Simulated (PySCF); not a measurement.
PySCF 2.14 output of an unrestricted LDA calculation on a single atom or ion in aug-cc-pVTZ with one added diffuse shell each of s, p, d, f, g type (9s8p6d4f3g, 118 functions), with the non-relativistic Hamiltonian (point nucleus):

```
SCF conv_tol = 1e-09
number electrons alpha = 15  beta = 12
    P. A. M. Dirac.,  Math. Proc. Cambridge Philos. Soc. 26, 376 (1930)
    F. Bloch.,  Z. Phys. 57, 545 (1929)
    S. H. Vosko, L. Wilk, and M. Nusair.,  Can. J. Phys. 58, 1200 (1980)
cycle= 1 E= -1261.18852362874  delta_E= 0.00932  |g|= 0.527  |ddm|= 2.51
cycle= 2 E= -1260.81047105812  delta_E= 0.378  |g|= 1.42  |ddm|= 18.5
cycle= 3 E= -1261.22469353611  delta_E= -0.414  |g|= 0.262  |ddm|= 18.5
cycle= 4 E= -1261.23650805252  delta_E= -0.0118  |g|= 0.183  |ddm|= 1.04
cycle= 5 E= -1261.24890890072  delta_E= -0.0124  |g|= 0.0981  |ddm|= 0.816
cycle= 6 E= -1261.24909026462  delta_E= -0.000181  |g|= 0.144  |ddm|= 1.46
cycle= 7 E= -1261.25509938619  delta_E= -0.00601  |g|= 0.0523  |ddm|= 0.376
cycle= 8 E= -1261.21952522744  delta_E= 0.0356  |g|= 0.29  |ddm|= 0.679
cycle= 9 E= -1261.22279747665  delta_E= -0.00327  |g|= 0.277  |ddm|= 0.0217
cycle= 10 E= -1261.25479934906  delta_E= -0.032  |g|= 0.0655  |ddm|= 0.37
cycle= 11 E= -1261.25667076998  delta_E= -0.00187  |g|= 0.0112  |ddm|= 0.159
cycle= 12 E= -1261.25671232467  delta_E= -4.16e-05  |g|= 0.00576  |ddm|= 0.0375
cycle= 13 E= -1261.25672752686  delta_E= -1.52e-05  |g|= 0.000126  |ddm|= 0.0124
cycle= 14 E= -1261.25672753405  delta_E= -7.19e-09  |g|= 9.77e-06  |ddm|= 0.000311
cycle= 15 E= -1261.2567275341  delta_E= -4.66e-11  |g|= 2.88e-06  |ddm|= 2.99e-05
converged SCF energy = -1261.2567275341  <S^2> = 3.939831  2S+1 = 4.0938154
```

The run itself started from symmetry-adapted Hartree-Fock orbitals and held the occupation by maximum overlap, on a logarithmic radial grid, so the iterations belong to that start.

Problem. Which element, charge and spin multiplicity is this?

Solution. Fe⁻ (iron, charge -1), multiplicity 4; the state was [Ar] 3d7 4s2, high-spin 4F determinant.

⟨S²⟩ = 3.94 against 3.75 shows spin contamination. At LDA the highest occupied level has a positive energy, so only the finite basis holds that electron; in a semilocal or global hybrid functional this comes from self-interaction and does not mean that the real anion is unbound.
